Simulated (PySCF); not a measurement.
ClIn, neutral, multiplicity 1. Atoms are numbered in the order given.

```xyz
2

In     0.0000     0.0000    -0.6217
Cl     0.0000     0.0000     1.7919
```
Charge 0, spin multiplicity 1.

Geometry optimised at PBE0-D3(BJ)/def2-TZVP. The def2 effective core potentials stand for the cores of In; spin–orbit coupling is left out.

The numbers are results of TDDFT-M06-2X/def2-TZVPD in PySCF, not measurements.

Vertical excitations; the highest root listed may be one member of a degenerate set. The molecule is in vacuum. State labels are in the subgroup C2v.

Computed excitation energies, oscillator strengths and character:
```csv
state,symmetry,energy (eV),λ (nm),f,main pairs
S1,B1,4.49,276,0.129,HOMO→LUMO (degenerate set)
S2,B2,4.49,276,0.129,HOMO→LUMO+1 (degenerate set)
S3,A2,5.64,220,0.000,"HOMO−2→LUMO+1 48 %, HOMO−1→LUMO 48 %"
S4,A1,5.74,216,0.000,"HOMO−2→LUMO, HOMO−1→LUMO+1 (degenerate set)"
S5,A2,5.74,216,0.000,"HOMO−1→LUMO, HOMO−2→LUMO+1 (degenerate set)"
S6,A1,5.90,210,0.203,"HOMO→LUMO+2 61 %, HOMO−1→LUMO+1 17 %, HOMO−2→LUMO 17 %"
S7,A1,6.44,193,0.000,HOMO→LUMO+3 92 %
S8,A1,6.55,189,0.691,"HOMO→LUMO+2 36 %, HOMO−2→LUMO 27 %, HOMO−1→LUMO+1 27 %, HOMO→LUMO+3 6 %"
S9,B1,7.20,172,0.030,HOMO−2→LUMO+2 (degenerate set)
S10,B2,7.20,172,0.030,HOMO−1→LUMO+2 (degenerate set)
T1,B2,3.24,383,0,HOMO→LUMO+1 (degenerate set)
T2,B1,3.24,383,0,HOMO→LUMO (degenerate set)
T3,A1,4.77,260,0,"HOMO→LUMO+2 72 %, HOMO→LUMO+14 14 %"
T4,A1,5.48,226,0,"HOMO−1→LUMO+1 46 %, HOMO−2→LUMO 46 %"
```
Triplets are in the Tamm–Dancoff approximation, which puts them higher than full response would, so one can lie above its singlet here.
